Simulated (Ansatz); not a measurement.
Molecule: TiF$_{3}$, net charge 0, doublet state. The spin state was set by rule; other spins were not relaxed. 
Geometry from a B3LYP-D3(BJ)/def2-TZVP (Ansatz, a first-principles code) optimisation:
```xyz
4

Ti     0.0000     0.0000     0.0000
F     -1.5147    -0.9338     0.0282
F      0.0193     1.6440    -0.6812
F      1.4954    -0.7102     0.6530
```
Charge 0, spin multiplicity 2.

Question: Give the harmonic wavenumbers at B3LYP-D3(BJ)/def2-TZVP (Ansatz, finite differences of forces, unscaled).

Answer: 109, 177, 177, 652, 763, 763 cm⁻¹. Zero-point energy 3.8 kcal/mol.

Question: From these and the geometry, give the ideal-gas thermochemistry at 298.15 K and 1 atm (rigid rotor, harmonic oscillator).

Answer: Point group D3h, rotational symmetry number 6. Rotational constants 5.599, 5.599, 2.8 GHz. S(trans) 39.86, S(rot) 22.15, S(vib) 8.85, S(elec, spin only) 1.38, S 72.2 cal/(mol K). H(298) - H(0) 3.77 kcal/mol; G - E(el) -14.0 kcal/mol.
